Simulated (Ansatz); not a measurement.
Al₁₇As₁₇H₄₀, relaxed as a singlet with RKS PBE-D4/def2-SVP in Ansatz, starting from the GFN2-xTB geometry. Force threshold 0.03 eV/Å.

Single mean-field runs in def2-SVP are fitted with def2-universal-jkfit.

Start:

Cartesian coordinates in Å:
```
As 0.515 -5.345 0.531
Al -1.676 -4.730 -0.505
Al 0.669 -3.568 -3.554
As -1.588 -3.514 -2.592
Al -2.820 -1.758 -3.710
As -1.534 -0.120 -5.070
Al 2.022 -3.607 1.469
As -2.471 -3.646 3.724
Al 2.108 -1.675 -0.423
As 2.222 -1.740 -2.864
As 0.212 -1.984 1.100
Al -1.805 -1.852 -0.816
Al -3.269 -1.538 2.932
As -3.381 -0.622 0.589
Al 1.886 0.619 -2.099
As -0.525 0.601 -1.704
Al -0.081 1.537 -3.906
Al -4.239 1.433 -0.610
As -4.168 2.275 -2.853
Al 3.999 -2.073 2.648
As 4.015 -0.493 0.688
As 2.191 -0.935 3.959
Al 0.309 0.083 2.515
As -1.823 0.526 3.602
Al 3.657 1.915 0.344
As 3.343 2.592 -1.993
As 1.433 2.025 1.419
Al -0.551 2.461 -0.016
Al -2.034 3.002 3.363
As -2.737 2.935 0.979
Al 2.086 4.402 -3.198
As 0.249 4.430 -1.522
Al 2.366 3.796 2.832
As 0.046 4.364 3.710
H 0.961 -6.580 -0.222
H 1.022 -4.402 -0.641
H -2.447 -6.085 -0.626
H -2.385 -3.685 0.577
H 1.343 -4.947 -3.162
H 0.553 -3.315 -5.120
H -4.030 -2.237 -4.581
H -3.339 -0.736 -2.490
H -0.306 -0.945 -4.587
H -1.330 -0.626 -6.478
H 2.061 -3.898 3.078
H -3.965 -3.882 3.481
H -2.861 -2.963 5.031
H 3.112 -3.339 0.055
H 3.619 -2.376 -2.587
H -4.686 -1.071 3.487
H -4.487 -1.568 0.094
H 1.510 1.157 -4.305
H -0.675 2.966 -4.252
H -5.634 1.601 0.126
H -5.545 1.631 -2.793
H -4.777 3.483 -2.125
H 4.052 -3.600 2.080
H 5.338 -1.685 3.385
H 5.056 -1.093 -0.299
H 2.168 -1.217 5.451
H 3.038 0.296 4.192
H -1.065 0.369 4.949
H 4.622 2.844 1.183
H 4.399 1.758 -2.773
H -3.102 3.518 4.392
H -2.506 4.408 0.529
H 1.682 3.878 -4.623
H 2.979 5.676 -2.978
H -0.388 5.804 -1.418
H 1.300 4.842 -0.481
H 3.178 3.322 4.079
H 2.805 5.048 2.000
H 0.391 2.979 4.300
H -0.284 4.874 5.101
```

Question: Estimate the energy that the relaxation releases and the steps that it takes.

Answer: 177.7 kcal/mol, in 32 steps; 3.5 min on 11 threads of AMD EPYC 7R13 on a shared host and a whole NVIDIA H100 80GB HBM3. The force fell under the threshold at step 30, but the optimiser went on. No frequencies were taken in this run, so the end may be a saddle point.

Question: Does the start keep its bonding?

Answer: Bonds lost: Al7–Al20, Al17–H52 (atoms count from 1). Bonds formed: Al7–As8, Al9–H48, Al15–H52, Al17–As19 (atoms count from 1). Metal–metal contacts that move far: Al7–Al9 2.71 to 3.78 Å.

Question: Predict the relaxed structure.

Answer: 
```xyz
74

As   -0.289   -5.428    0.285
Al   -2.424   -4.752   -0.915
Al    0.643   -3.559   -3.646
As   -1.468   -2.998   -2.390
Al   -3.368   -2.190   -3.770
As   -2.152   -0.324   -5.003
Al    0.282   -3.813    2.079
As   -1.988   -3.396    3.137
Al    2.821   -2.314   -0.287
As    2.310   -1.911   -2.669
As    0.661   -1.734    0.840
Al   -1.091   -1.207   -0.814
Al   -3.145   -1.192    2.836
As   -3.207   -0.675    0.415
Al    1.826    0.461   -3.158
As   -0.273    0.872   -1.854
Al   -1.729    1.704   -3.637
Al   -4.105    1.604    0.036
As   -3.950    1.989   -2.438
Al    4.922   -1.309    3.082
As    4.406   -0.683    0.702
As    2.649   -0.605    4.066
Al    0.876    0.064    2.466
As   -1.350    0.398    3.557
Al    3.894    1.712    0.296
As    3.431    2.042   -2.122
As    1.700    2.117    1.445
Al   -0.026    2.635   -0.192
Al   -2.180    2.743    3.407
As   -2.233    2.996    0.928
Al    2.935    4.419   -2.777
As    0.768    4.646   -1.405
Al    2.079    4.000    3.032
As   -0.207    4.057    4.190
H    -0.250   -6.837    0.867
H     0.919   -5.517   -0.635
H    -3.068   -6.008   -1.668
H    -3.205   -4.051    0.322
H     1.128   -5.027   -3.200
H     0.428   -3.155   -5.188
H    -3.911   -3.257   -4.832
H    -4.392   -1.322   -2.865
H    -0.797   -0.762   -5.540
H    -2.789    0.114   -6.318
H     1.323   -4.178    3.234
H    -2.981   -4.538    2.975
H    -1.807   -3.499    4.653
H     3.182   -3.838    0.066
H     3.624   -2.193   -3.396
H    -4.507   -1.069    3.658
H    -4.269   -1.599   -0.163
H     1.535    0.774   -4.706
H    -1.343    3.095   -4.323
H    -5.540    1.946    0.644
H    -5.097    1.258   -3.118
H    -4.448    3.415   -2.659
H     4.924   -2.902    3.251
H     5.999   -0.327    3.745
H     5.732   -0.911   -0.022
H     2.080   -1.658    5.010
H     2.768    0.543    5.062
H    -1.142    0.159    5.051
H     4.991    2.719    0.883
H     4.772    1.762   -2.798
H    -3.558    3.048    4.154
H    -2.631    4.449    0.682
H     2.444    4.498   -4.300
H     3.963    5.445   -2.103
H    -0.391    5.171   -2.245
H     0.831    5.772   -0.381
H     3.113    3.571    4.179
H     2.128    5.385    2.221
H    -0.081    3.672    5.662
H    -0.697    5.483    4.418
```
Bond lengths (bridged metal pairs left out): 48 × Al–As 2.42 to 2.58 Å; 20 × Al–H 1.60 to 1.62 Å; 20 × As–H 1.52 to 1.53 Å.
